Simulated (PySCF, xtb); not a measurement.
W(NH)(S)(F)(NH2) (FH₃N₂SW), SMILES [NH]=[W]([NH2])([F])=[S], multiplicity 1. One conformer was computed; it need not be the lowest.

Harmonic wavenumbers (cm⁻¹) from xtb with GFN2-xTB at its own minimum, in rising order: 139, 150, 170, 184, 194, 299, 401, 474, 488, 510, 539, 566, 630, 911, 1449, 3217, 3267, 3316.

Problem. What does PBE0-D3(BJ)/def2-SVP run with PySCF 2.14.0 give at its own minimum? (An estimate is asked for; the answer gives what the named calculation found.)

Solution. 178, 189, 198, 238, 258, 405, 516, 541, 568, 628, 681, 699, 742, 1034, 1513, 3582, 3654, 3689. Paired by order, the mean absolute difference is 134 cm⁻¹ and the zero-point energies are 24.2 and 27.6 kcal/mol.
